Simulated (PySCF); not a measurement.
**Highest orbital energy against ionisation energy along the second row**

Calculated with PySCF 2.14, no spin-orbit coupling. Each cell gives −ε(HOMO) / ΔSCF in eV; NIST values include spin-orbit coupling, (s) semi-empirical, (t) theoretical.

| species | UHF | LDA | PBE | PBE0 | r2SCAN | NIST (lowest levels) |
| --- | --- | --- | --- | --- | --- | --- |
| Be⁺ (def2-QZVPPD, non-relativistic) | 18.129 / 18.127 | 14.299 / 18.253 | 14.472 / 18.495 | 15.481 / 18.456 | 14.604 / 18.180 | 18.211 |
| B⁺ (def2-QZVPPD, non-relativistic) | 23.778 / 23.443 | 19.408 / 24.554 | 19.505 / 24.606 | 20.793 / 24.561 | 19.722 / 24.257 | 25.155 |
| C⁺ (def2-QZVPPD, non-relativistic) | 24.881 / 24.173 | 17.809 / 24.776 | 17.954 / 24.856 | 19.796 / 24.838 | 18.647 / 25.011 | 24.383 |
| N⁺ (def2-QZVPPD, non-relativistic) | 30.383 / 29.209 | 22.009 / 30.062 | 22.022 / 29.902 | 24.244 / 29.914 | 22.801 / 30.139 | 29.601 (s) |
| O⁺ (def2-QZVPPD, non-relativistic) | 36.214 / 34.579 | 26.447 / 35.591 | 26.368 / 35.280 | 28.979 / 35.314 | 27.300 / 35.486 | 35.121 |
| F⁺ (def2-QZVPPD, non-relativistic) | 35.665 / 33.401 | 26.185 / 35.279 | 26.455 / 35.428 | 29.038 / 35.259 | 27.054 / 35.124 | 34.971 |
| Ne⁺ (def2-QZVPPD, non-relativistic) | 42.107 / 39.277 | 31.243 / 41.440 | 31.240 / 41.140 | 34.224 / 41.007 | 32.033 / 41.134 | 40.963 |

**Question.** How far is −ε(HOMO) from ΔSCF on average for each method, and why?

**Answer.** UHF 1.28 eV; LDA -7.51 eV; PBE -7.38 eV; PBE0 -5.26 eV; r2SCAN -6.74 eV. Hartree-Fock orbital energies lack relaxation and so exceed the ΔSCF value; semilocal functionals have convex E(N) from self-interaction, so their HOMO lies far too high; exact exchange moves hybrids part of the way back.
